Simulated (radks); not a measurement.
The carbon anion C4-, [Ne], held by a Watson sphere: a shell of charge +4 at radius R that stands for the Madelung well of a crystal (potential energy -4/R inside, -4/r outside, in hartree with lengths in bohr). All-electron calculation, non-relativistic Kohn-Sham, LDA (Slater exchange, Perdew-Wang correlation), spin-polarised, spherical densities, point nucleus. Program: a radial shooting solver on a logarithmic mesh with Libxc functionals. Response by self-consistent Sternheimer equations with the Hartree and adiabatic LDA kernel. The sphere does not respond.

\begin{tabular}{lrrrrrrr}
R (bohr) & e(1s) (eV) & e(2s) (eV) & e(2p) (eV) & <r> 2p (bohr) & sum of <r^2> (bohr^2) & X-ray form factor at sin(theta)/lambda = 0.2 1/angstrom & alpha (bohr^3) \\ \hline
1.64 & -262.03 & -17.856 & -8.994 & 1.767 & 29.42 & 4.928 & 16.03 \\
1.66 & -262.07 & -17.744 & -8.917 & 1.779 & 29.78 & 4.895 & 16.44 \\
2.07 & -263.22 & -15.598 & -7.504 & 2.018 & 37.73 & 4.295 & 26.95 \\
2.1 & -263.31 & -15.456 & -7.412 & 2.036 & 38.34 & 4.259 & 27.90 \\
3.14 & -265.45 & -11.901 & -4.995 & 2.636 & 62.19 & 3.508 & 85.51 \\
3.16 & -265.48 & -11.856 & -4.961 & 2.647 & 62.71 & 3.502 & 87.24 \\
3.68 & -265.93 & -10.916 & -4.213 & 2.958 & 77.07 & 3.412 & 143.4 \\
\end{tabular}
